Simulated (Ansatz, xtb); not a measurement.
# Relative energy of two isomers of C6H8Si

Structure a is `C#C/C(C=C)=C\[SiH3]`, a singlet and structure b is `C#C/C([SiH3])=C\C=C`, a singlet. Both are isolated molecules in the gas phase, relaxed with r2SCAN-D4/def2-SVP; the shapes shown needn't be the lowest conformers.

a (Å):

```xyz
15

C    -2.4785    1.7250    1.6871
C    -1.6672    1.0752    1.0520
C    -0.7104    0.2960    0.3251
C    -0.4005    0.6852   -1.0562
C    -0.9457    1.7261   -1.7072
C    -0.1136   -0.7787    0.9232
Si   -0.4523   -1.3405    2.6770
H    -3.1928    2.2927    2.2545
H     0.3387    0.0491   -1.5575
H    -1.6850    2.3722   -1.2233
H    -0.6650    1.9556   -2.7383
H     0.6103   -1.3334    0.3104
H     0.3914   -2.5400    2.9598
H    -1.8898   -1.7075    2.8595
H    -0.1144   -0.2692    3.6631
```

b (Å):

```yaml
atoms:
  - { symbol: C, position_ang: [0.6824, -3.0795, -2.4426] }
  - { symbol: C, position_ang: [0.2337, -2.5545, -1.4350] }
  - { symbol: C, position_ang: [-0.3623, -2.0232, -0.2632] }
  - { symbol: C, position_ang: [0.1071, -0.8991, 0.3648] }
  - { symbol: C, position_ang: [1.2435, -0.1180, -0.0656] }
  - { symbol: C, position_ang: [1.6732, 0.9836, 0.5829] }
  - { symbol: Si, position_ang: [-1.8596, -2.9597, 0.3967] }
  - { symbol: H, position_ang: [1.0910, -3.5271, -3.3294] }
  - { symbol: H, position_ang: [-2.9430, -2.9943, -0.6304] }
  - { symbol: H, position_ang: [-1.4853, -4.3666, 0.7291] }
  - { symbol: H, position_ang: [-2.3507, -2.2651, 1.6242] }
  - { symbol: H, position_ang: [-0.4117, -0.5528, 1.2679] }
  - { symbol: H, position_ang: [1.7640, -0.4614, -0.9682] }
  - { symbol: H, position_ang: [2.5372, 1.5538, 0.2319] }
  - { symbol: H, position_ang: [1.1675, 1.3431, 1.4859] }
```

Energies in hartree; the thermal terms are from GFN2-xTB frequencies at re-optimised GFN2-xTB minima (ideal gas, soft modes damped towards free rotors, one conformer each, 298.15 K, 1 atm) and include the zero-point energy:

```
                              a           b
E, CCSD(T)/def2-SVP  −521.412157  −521.415377
    E, MP2/def2-SVP  −521.307067  −521.310729
  E, MP2/def2-TZVPP  −521.852629  −521.855885
  zero-point energy     0.105760     0.105894
       H(298 K) − E     0.116211     0.116348
       G(298 K) − E     0.071486     0.071659
```

Task: Correct the CCSD(T) difference for the basis set by the MP2 change, then work out ΔE, ΔE₀, ΔH and ΔG for a → b in kcal/mol (1 Eh = 627.51 kcal/mol) and the equilibrium ratio [b]/[a].

Result: 1. Differences b − a: CCSD(T) −0.003220, MP2 in the small set −0.003662, MP2 in the large set −0.003256 Eh.
2. ΔE = −0.003220 + (−0.003256 − (−0.003662)) = −0.002814 Eh = −1.77 kcal/mol.
3. ΔE₀ = ΔE + ΔZPE = −0.002814 + (+0.000134) Eh = −1.68 kcal/mol.
4. ΔH = ΔE + (+0.000137) Eh = −1.68 kcal/mol.
5. ΔG = ΔE + (+0.000173) Eh = −1.66 kcal/mol, so ΔS = (ΔH − ΔG)/T = −0.3 J/(mol K).
6. kT = 0.9442 mEh, so K = [b]/[a] = exp(−ΔG/kT) = exp(+2.80) ≈ 16.

Structure b is favoured at this temperature. An error of 1 kcal/mol in ΔG would change K by a factor of 5.4. Mirror images and further conformers aren't counted.

As drawn, both hold the same kinds of bond in the same numbers.

Other levels gave ΔE = −2.2 (GFN2-xTB); −1.6 (HF/STO-3G, GFN2-xTB geometries); −3.3 (r2SCAN-D4/def2-SVP//GFN2-xTB); −3.4 (r2SCAN-D4/def2-SVP); −2.8 (HF/def2-SVP); −2.3 (MP2/def2-SVP); −2.0 (CCSD(T)/def2-SVP) kcal/mol. The correlated steps freeze 11 core orbitals. Programs: Ansatz 0.2.0, xtb 6.7.1.
